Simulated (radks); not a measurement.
Q: The mean radii <r> (bohr) of the occupied orbitals of an atom or ion are listed with their occupations. Calculated with a radial shooting solver on a logarithmic mesh with Libxc functionals: non-relativistic Kohn-Sham, exchange-only LDA, spin-polarised, spherical densities, point nucleus.

| orbital | occ. | <r> |
|---|---|---|
| 1s | 2 | 0.02620 |
| 2s | 2 | 0.1122 |
| 2p | 6 | 0.09532 |
| 3s | 2 | 0.2939 |
| 3p | 6 | 0.2837 |
| 3d | 10 | 0.2544 |
| 4s | 2 | 0.6660 |
| 4p | 6 | 0.6851 |
| 4d | 10 | 0.7342 |
| 5s | 2 | 1.521 |
| 5p | 6 | 1.666 |

Name the element and its charge. Open shells, if any, are filled with parallel spins first.

A: Z = 58, cerium, charge +4: Ce4+ in [Xe]. The 1s radius gives Z: for a bare nucleus <r> = 1.5/Z, 0.02586 bohr for Z = 58, and screening makes it slightly larger (0.02620 here). The occupations add up to 54, and the charge is Z minus that.
